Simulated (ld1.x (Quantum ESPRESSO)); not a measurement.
# O (Z = 8): one change to a PAW potential, before and after

| Item | Value |
| --- | --- |
| Element | O |
| Generator | ld1.x (Quantum ESPRESSO) 7.5 |
| Type | PAW |
| Functional | PBEsol |
| Relativity | scalar-relativistic |
| Frozen core | [He] |
| Valence charge | 6 |
| Reference configuration | 2s2 2p4 |
| Partial waves | 2s (bound): rcut 0.60, rcutus 0.75 bohr; 2s channel at 0.5 Ry: rcut 0.60, rcutus 0.75 bohr; 2p (bound): rcut 0.85, rcutus 1.20 bohr; 2p channel at -0.3 Ry: rcut 0.85, rcutus 1.20 bohr |
| Local potential | all-electron potential smoothed inside 0.55 bohr (lloc = -2) |
| Core correction | Bessel-smoothed model core inside 0.50 bohr |
| Augmentation charge | BESSEL, radius 0.50 bohr |

All-electron outer shells of the reference configuration (PBEsol, scalar-relativistic, ld1.x):

| shell | level (eV) | outermost node (bohr) | outermost maximum (bohr) |
| --- | --- | --- | --- |
| 1s | -512.77 | – | 0.13 |
| 2s | -23.81 | 0.28 | 0.87 |
| 2p | -8.97 | – | 0.82 |

Change: all radii but the core radius scaled by about 1.35 (s 1.02, p 1.62 bohr, rcut 0.82/1.16); local potential all-electron potential smoothed inside 0.74 bohr (lloc = -2); augmentation BESSEL, radius 0.68 bohr.

Cutoffs: the cutoffs (Ry, on a coarse ladder) from which the occupation-weighted sum of valence levels, in a spherical-Bessel basis at the reference potential, stays within 10 and 1 mRy of its value at 400 Ry; they do not see the model core or the augmentation charge, which bear on the density cutoff. Errors are all-electron minus pseudo energies relative to the spin-unpolarised reference configuration.

Q: What does the change do?

A: The potential gets softer (55 Ry and 100 Ry → 30 Ry and 50 Ry); of the 7 tests that both files solve, the error grows in 1 and shrinks in 3 by more than 15 % and 0.3 meV (median size 3.6 → 1.5 meV); neither file shows a bound ghost. A larger radius leaves more room for a smooth pseudo-wave, so fewer plane waves are needed.

| quantity | base | changed |
| --- | --- | --- |
| cutoff, loose | 55 Ry | 30 Ry |
| cutoff, tight | 100 Ry | 50 Ry |
| loose cutoff by channel (10 mRy a level) | s 45 Ry, p 45 Ry | s 18 Ry, p 25 Ry |
| bound ghosts | none | none |
| error for 2s2 2p3, meV [ΔE 16.36 eV] | -1.0 | -1.2 |
| error for 2s2 2p2, meV [ΔE 49.84 eV] | -5.5 | -6.7 |
| error for 2s2 2p1, meV [ΔE 103.54 eV] | -17 | -16 |
| error for 2s1 2p5, meV [ΔE 14.85 eV] | +1.5 | -0.2 |
| error for 2s2 2p3.5, meV [ΔE 6.25 eV] | -0.4 | -0.4 |
| error for 2s1 2p4, meV [ΔE 31.50 eV] | +3.6 | +1.5 |
| error for 2s0 2p6, meV [ΔE 29.75 eV] | +9.5 | -1.8 |
| lowest overlap eigenvalue by channel | s 0.55, p 0.94 | s 0.56, p 0.95 |
